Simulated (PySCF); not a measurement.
C3H7O2 (SMILES CC(O)[CH]O), doublet, geometry from GFN2-xTB (in this run its highest filled SCF level lies above zero, so its values depend strongly on the basis, on diffuse functions most of all). Base run: SVWN5/STO-3G (PySCF).

PySCF was given this input:
```python
from pyscf import gto, scf, dft

mol = gto.M(
    atom='''
C     1.50819162   -0.73795999    0.43248046
C     0.57207632    0.36972919   -0.09477346
O    -0.13100864    0.98699105    0.97305001
C    -0.45295305   -0.16437097   -1.03736454
O    -1.70715484   -0.42723192   -0.57774833
H     2.25959940   -0.31797272    1.10030602
H     2.01077026   -1.21954514   -0.40067598
H     0.92816150   -1.48208559    0.97345271
H     1.19400709    1.11886106   -0.61749632
H     0.50509671    1.28814348    1.62799971
H    -0.16818726   -0.71204669   -1.91491081
H    -1.78802916    0.04218330    0.26685666
''',
    basis='sto-3g',
    spin=1,
    verbose=4,
)

mf = dft.UKS(mol)
mf.xc = 'lda,vwn'
mf.kernel()
```

Each row names what was changed in the base input (with any setting that the change needs).

```tsv
change	ΔE vs base (mEh)	fitting functions	dipole (D)
base	0.000	-	2.26
auxbasis = def2-tzvp-ri	-1.480	485	2.26
auxbasis = even-tempered beta=2.0	-6.529	285	2.26
auxbasis = def2-universal-jkfit	-1.781	505	2.26
auxbasis = cc-pvdz-jkfit	-0.456	511	2.26
auxbasis = cc-pvtz-jkfit	-0.317	605	2.26
auxbasis = def2-svp-ri	-21.012	338	2.25
auxbasis = cc-pvqz-jkfit	-0.223	887	2.26
auxbasis = even-tempered beta=1.6	-6.053	399	2.26
auxbasis = def2-universal-jfit	-2.718	322	2.26
```

A fitting set is made for a task (jfit for Coulomb, jkfit for Coulomb and exchange, ri for correlation) and for a family of orbital bases.

Open shells are given as the SCF converged; they aren't shown to be the lowest states, and a large step between rows can be another state.
